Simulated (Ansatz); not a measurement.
PBE exchange is replaced step by step with exact exchange (0 % is PBE, 25 % PBE0; no dispersion term), basis def2-TZVP, Ansatz. System: the cluster Li4Te2⁺. The state is a doublet with charge 1. Geometry: PBE-D4/def2-SVP, each spin state at its own.

The relaxed quartet has other bonds than the doublet, so its gap is one between isomers.

Geometry of the doublet:

Cartesian coordinates in Å:
```
Li -1.2703 -0.8617 1.3623
Li 2.0271 -0.4378 0.1122
Li -0.1323 2.2494 0.3967
Li -1.0176 -1.5027 -3.0124
Te 0.7808 0.5478 2.2105
Te -0.3877 0.0050 -1.0693
```

In the def2 sets Te takes a core potential; there is no spin–orbit coupling. The structure comes from a short search, and lower isomers may exist.

HOMO and LUMO are taken over both spins.

```csv
exact exchange (%),HOMO (eV),LUMO (eV),gap (eV),⟨S²⟩,quartet − doublet (kJ/mol)
0,-7.91,-7.19,0.72,0.753,229.9
5,-8.09,-7.05,1.05,0.753,234.2
10,-8.28,-6.90,1.38,0.754,238.6
15,-8.47,-6.75,1.72,0.754,243.0
25,-8.85,-6.45,2.40,0.756,251.8
35,-9.24,-6.15,3.09,0.757,260.6
50,-9.82,-5.68,4.14,0.759,273.5
```
